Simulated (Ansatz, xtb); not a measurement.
## Two isomers of ClF2H3OSi2

Structure X is `F[SiH](F)O[SiH2]Cl`, a singlet and structure Y is `F[Si](F)(Cl)O[SiH3]`, a singlet. Both are isolated molecules in the gas phase, relaxed with r2SCAN-D4/def2-SVP, each in the lowest conformer that the search found.

Task: Estimate E(Y) − E(X) at the level CCSD(T)/def2-SVP + ΔMP2/def2-TZVPP.

Result: Calculated at CCSD(T)/def2-SVP + ΔMP2/def2-TZVPP: E(Y) − E(X) = +2.5 kcal/mol, so structure X lies lower.

The same difference at several levels:

| level | geometry | E(Y) − E(X) (kcal/mol) | departure from the last row (kcal/mol) | job, with rough time for the two |
| --- | --- | --- | --- | --- |
| r2SCAN-D4/def2-SVP | r2SCAN-D4/def2-SVP | +1.5 | −1.0 | optimisation, 3.7 min |
| HF/def2-SVP | r2SCAN-D4/def2-SVP | +2.9 | +0.3 | part of the CCSD(T) run |
| MP2/def2-SVP | r2SCAN-D4/def2-SVP | +2.0 | −0.5 | part of the CCSD(T) run |
| CCSD(T)/def2-SVP | r2SCAN-D4/def2-SVP | +1.9 | −0.6 | single point |
| CCSD(T)/def2-SVP + ΔMP2/def2-TZVPP | r2SCAN-D4/def2-SVP | +2.5 |  | single point, 38 s |

As drawn, both hold the same kinds of bond in the same numbers.

None of the levels shown reverses the order. The largest departure from CCSD(T)/def2-SVP + ΔMP2/def2-TZVPP is that of r2SCAN-D4/def2-SVP, 1.0 kcal/mol. Levels run at GFN2-xTB geometries aren't shown. The last row adds to CCSD(T) the change of the MP2 difference between the two basis sets, here +0.6 kcal/mol.

With harmonic frequencies from r2SCAN-D4/def2-SVP (ideal gas, rigid rotor, one conformer each, 298.15 K, 1 atm): on the last row, ΔE + ΔZPE = +1.8 kcal/mol. A mode under 50 cm⁻¹ makes harmonic enthalpies and free energies unreliable, so none is given.

The correlated steps freeze 18 core orbitals. Codes used: Ansatz 0.2.0; the last row on 2 threads of Intel(R) Xeon(R) Platinum 8259CL CPU @ 2.50GHz (Skylake/Cascade Lake) on a shared host.
